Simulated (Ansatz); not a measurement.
Cost and result up the ladder for Bi2Cl6 (8 atoms). The state is a singlet with charge 0. Geometry: PBE-D4/def2-SVP.

| atom | x (Å) | y (Å) | z (Å) |
| --- | --- | --- | --- |
| Bi1 | 0.766 | -0.174 | 2.000 |
| Bi2 | -0.782 | 0.191 | -2.031 |
| Cl3 | -2.812 | 1.407 | -1.292 |
| Cl4 | 0.946 | 1.603 | 0.157 |
| Cl5 | 1.678 | 1.259 | 3.827 |
| Cl6 | 2.819 | -1.445 | 1.440 |
| Cl7 | -1.781 | -1.189 | -3.854 |
| Cl8 | -0.833 | -1.651 | -0.247 |

Ansatz on 4 threads of Arm Neoverse V1 on a shared host. Times are rough, and most runs start from the orbitals of an earlier one. ωB97M-V/def2-TZVP serves as the yardstick here, not as an exact answer. Differences are given only for rows in sets of like size (and for xTB, whose basis is part of the method), since another set adds its own error. Binding counts from free atoms at the same level (Bi quartet, Cl doublet; other spins of the atoms weren't run), without zero-point energy or a counterpoise term.

In the def2 sets Bi takes a core potential; there is no spin–orbit coupling. Correlated methods freeze 38 core orbitals; core or outer-core shells of Bi are correlated, in sets that lack core-valence functions. The rows differ in basis, and correlated rows in double-zeta sets carry the largest basis error. Another isomer (singlet) lies 0.07 eV lower at PBE0-D4/def2-TZVP; other spin states weren't run for this one.

Correlated methods converge slowly with the basis, most of all in double-zeta sets.

```json
{"level": "PBE-D4/def2-SVP", "functions": "160", "wall time": "2.4 s", "binding energy per atom (eV)": "2.62", "difference from ωB97M-V/def2-TZVP (eV)": "–"}
{"level": "PBE0-D4/def2-SVP", "functions": "160", "wall time": "5.5 s", "binding energy per atom (eV)": "2.43", "difference from ωB97M-V/def2-TZVP (eV)": "–"}
{"level": "BLYP-D4/def2-TZVP", "functions": "322", "wall time": "8 s", "binding energy per atom (eV)": "2.59", "difference from ωB97M-V/def2-TZVP (eV)": "0.14"}
{"level": "PBE-D4/def2-TZVP (with forces)", "functions": "322", "wall time": "9.5 s", "binding energy per atom (eV)": "2.66", "difference from ωB97M-V/def2-TZVP (eV)": "0.21"}
{"level": "r2SCAN-D4/def2-TZVP", "functions": "322", "wall time": "17 s", "binding energy per atom (eV)": "2.51", "difference from ωB97M-V/def2-TZVP (eV)": "0.06"}
{"level": "MP2/def2-TZVP", "functions": "322", "wall time": "20 s", "binding energy per atom (eV)": "2.41", "difference from ωB97M-V/def2-TZVP (eV)": "-0.04"}
{"level": "PBE0-D4/def2-TZVP", "functions": "322", "wall time": "25 s", "binding energy per atom (eV)": "2.49", "difference from ωB97M-V/def2-TZVP (eV)": "0.04"}
{"level": "ωB97X-V/def2-TZVP", "functions": "322", "wall time": "39 s", "binding energy per atom (eV)": "2.49", "difference from ωB97M-V/def2-TZVP (eV)": "0.04"}
{"level": "ωB97M-V/def2-TZVP", "functions": "322", "wall time": "45 s", "binding energy per atom (eV)": "2.45", "difference from ωB97M-V/def2-TZVP (eV)": "0.00"}
{"level": "CCSD(T)/def2-SVP", "functions": "160", "wall time": "74 s", "binding energy per atom (eV)": "1.97", "difference from ωB97M-V/def2-TZVP (eV)": "–"}
```
